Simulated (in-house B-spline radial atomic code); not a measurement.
TDHF excitations of the lithium ion Li⁺

Method: TDHF. Computed with an all-electron radial atomic-structure program (B-spline basis): linear response of the closed shell 1s2 with bare exchange (time-dependent Hartree-Fock); scalar-relativistic (spin-free one-electron X2C), finite nucleus, no spin-orbit coupling, no double excitations, S, P, D and F terms only.

Command:
```bash
python run_td.py task.json out
```
Settings (radii: box in bohr, nucleus in fm):
```
Z                        3
electrons                2
configuration            1s2
hamiltonian              x2c
method                   hf
box_radius               41.61
rms_radius               2.444
intervals                77
```

Run time, properties included: 0.3 s on 1 thread of Arm Neoverse N1, with other jobs on the host.

The lowest states, in the order of their Tamm-Dancoff energies; the method's threshold (minus the highest occupied level) is 75.99 eV. Labels give the largest channel, * marks a mixed state, and oscillator strengths are full-response dipole values. Measured ¹D terms are left out, since they can mix with doubly excited terms. Energies in eV:

```csv
state,full response,Tamm-Dancoff,oscillator strength,measured (J-weighted term)
1s → 2s 3S,58.85,58.94,-,59.021
1s → 2p 3P,61.41,61.43,-,61.281
1s → 2s 1S,61.42,61.46,-,-
1s → 2p 1P,62.72,62.73,0.444,62.216
1s → 3s 3S,69.03,69.05,-,68.781
1s → 3s 1S,69.66,69.67,-,69.279
1s → 3p 3P,69.66,69.67,-,69.369
1s → 3d 3D,?,?,-,-
1s → 3d 1D,69.94,69.95,-,-
1s → 3p 1P,?,?,?,?
```

(1) Where does 1s → 3p 1P lie?

(2) Where does 1s → 3d 3D lie?

(3) How large is the singlet-triplet splitting of 1s → 2s (S terms) in Tamm-Dancoff?

(4) What polarisabilities and dispersion coefficient does the method give?

Results:

(1) At 70.03 eV in full response, 70.04 eV in Tamm-Dancoff, oscillator strength 0.111; measured 69.648 eV.

(2) At 69.93 eV in full response, 69.93 eV in Tamm-Dancoff.

(3) 2.51 eV, from the unrounded values.

(4) Dipole 0.1894 bohr³, quadrupole 0.112 bohr⁵, C6 0.0766 hartree·bohr⁶ for two such species.
